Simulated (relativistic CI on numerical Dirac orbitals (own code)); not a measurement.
Level scheme of Nd2+

Calculated at this level of theory: Dirac-Coulomb-Breit CI, orbitals from a KLI potential per configuration, model QED, valence Slater integrals scaled by 0.85 (own radial code, finite nucleus).

CI space (outside the closed core [Xe]): 4f4.

The lowest level is 4f4 5I_4, with 98 % of that term; Hund's rules for 4f4 give 5I with J = 4, in agreement.

```csv
No.,Configuration,Term,J,E (cm⁻¹),%,Next component (%),Landé g,Lifetime (s)
1,4f4,5I,4,0.0,98,2 3H,0.603,
2,4f4,5I,5,1104.6,99,1 3H,0.901,1.22e+01
3,4f4,5I,6,2327.9,99,,1.070,7.12e+00
4,4f4,5I,7,3635.3,98,1 3K,1.176,6.70e+00
5,4f4,5I,8,4999.8,97,3 3K,1.246,9.89e+00
6,4f4,5F,1,11581.2,95,4 3D,0.021,
7,4f4,5F,2,11950.7,94,4 3D,1.006,3.21e+02
8,4f4,5F,3,12598.5,96,2 3F,1.243,5.47e+01
9,4f4,5S,2,13162.0,95,5 3P,1.971,5.12e+02
10,4f4,5F,4,13332.9,92,5 3G,1.326,1.32e+01
11,4f4,3K,6,13632.4,99,1 1I,0.859,9.76e-01
12,4f4,5F,5,14339.7,93,6 3G,1.384,1.69e+01
13,4f4,3K,7,14686.5,87,11 3L,1.004,6.13e-01
14,4f4,3H,4,15826.5,63,18 3G,0.905,3.73e-01
15,4f4,3K,8,15918.0,77,11 3L,1.104,5.28e-01
16,4f4,5G,3,17012.4,56,41 3G,0.855,4.54e+00
17,4f4,5G,2,17041.1,94,6 3F,0.356,7.35e+00
18,4f4,3H,5,17641.5,67,15 3G,1.099,4.56e-01
19,4f4,5G,4,18507.5,72,18 3H,1.078,9.54e-01
20,4f4,3G,3,19013.7,57,41 5G,0.827,1.86e+00
21,4f4,3L,7,19227.1,88,11 3K,0.891,1.03e+00
22,4f4,5G,5,19873.6,77,20 3H,1.216,1.23e+00
23,4f4,3D,2,19887.9,62,20 3P,1.216,
24,4f4,3H,6,19947.5,75,23 5G,1.203,
25,4f4,3L,8,20160.2,75,12 3M,1.011,
26,4f4,3D,1,20643.0,53,44 3P,0.924,
27,4f4,3G,4,21031.2,62,20 5G,1.050,
28,4f4,3L,9,21034.1,83,17 3M,1.093,
29,4f4,5G,6,21281.9,76,24 3H,1.292,
30,4f4,3M,8,21292.6,48,41 1L,0.951,
31,4f4,3D,3,21921.8,90,7 3F,1.313,
32,4f4,3P,0,21973.6,100,,,
33,4f4,1D,2,22621.9,40,37 3P,1.150,
34,4f4,3G,5,22875.7,75,10 3H,1.189,
35,4f4,3P,1,23538.8,56,42 3D,1.053,
36,4f4,3F,4,23649.3,76,14 1G,1.205,
37,4f4,3M,9,24151.0,83,17 3L,1.028,
38,4f4,3F,2,24638.7,54,30 3P,0.994,
39,4f4,3I,5,24714.5,93,5 1H,0.846,
40,4f4,3M,10,24776.6,99,1 1N,1.098,
41,4f4,1L,8,24892.0,51,38 3M,0.964,
42,4f4,3F,3,25204.3,90,6 3D,1.100,
43,4f4,3I,6,25509.1,95,3 3H,1.027,
44,4f4,3I,7,25891.8,95,4 1K,1.136,
45,4f4,3F,2,26550.5,87,6 1D,0.687,
```

Energies count from the lowest computed level; lifetimes are radiative, by E1, M1, E2, M2 decay to levels of this space only; some are left blank where a channel outside the calculation adds to the decay or the decay crosses a small, uncertain gap.

The mean weight of the leading LS term, summed over parents, in these 45 levels is 80 %, and that of the leading jj configuration (from the same eigenvectors) 56 %, so LS coupling describes them better.

One configuration and one scale for all Slater integrals: terms of lower spin can come out thousands of cm⁻¹ low, and their order can be wrong. 15 of the 50 excited levels that our extract of the measured tables holds in this range could be paired (the sources list more); they are missed by 817 cm⁻¹ on average and 1676 at most, and levels without a partner can miss by more. Some levels of the ground configuration have no partner and can miss by 10 % or more.

Landé's interval rule says that E(J) − E(J−1) = AJ with one A. For the ground term the intervals give A = 220.9, 203.9, 186.8, 170.6 cm⁻¹ for J = 5, 6, 7, 8; the multiplet is regular.

LS names give the leading component of a level, which can be under half, so a name can repeat, a term be missing and a line seem to break the LS rules.
